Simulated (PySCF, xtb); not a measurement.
CH8O2Si2, SMILES [SiH3][Si](O)(C)O. One conformer was computed; it need not be the lowest.

Harmonic wavenumbers (cm⁻¹) from GFN2-xTB run with xtb at its own minimum, in rising order: 21, 107, 119, 132, 200, 209, 244, 282, 307, 450, 464, 466, 701, 772, 788, 798, 799, 803, 815, 818, 870, 913, 1383, 1494, 1501, 2171, 2228, 2237, 3013, 3031, 3050, 3645, 3711.

Problem. What does PySCF with PBE0-D3(BJ)/def2-SVP give at its own minimum? (Estimate from the structure and the level; the computed values follow.)

Solution. 87, 108, 129, 137, 164, 165, 225, 254, 332, 438, 505, 508, 680, 731, 759, 797, 816, 858, 911, 927, 936, 954, 1262, 1423, 1428, 2204, 2217, 2231, 3048, 3150, 3160, 3913, 3941. Paired by order, the mean absolute difference is 57 cm⁻¹ and the zero-point energies are 55.1 and 56.3 kcal/mol.
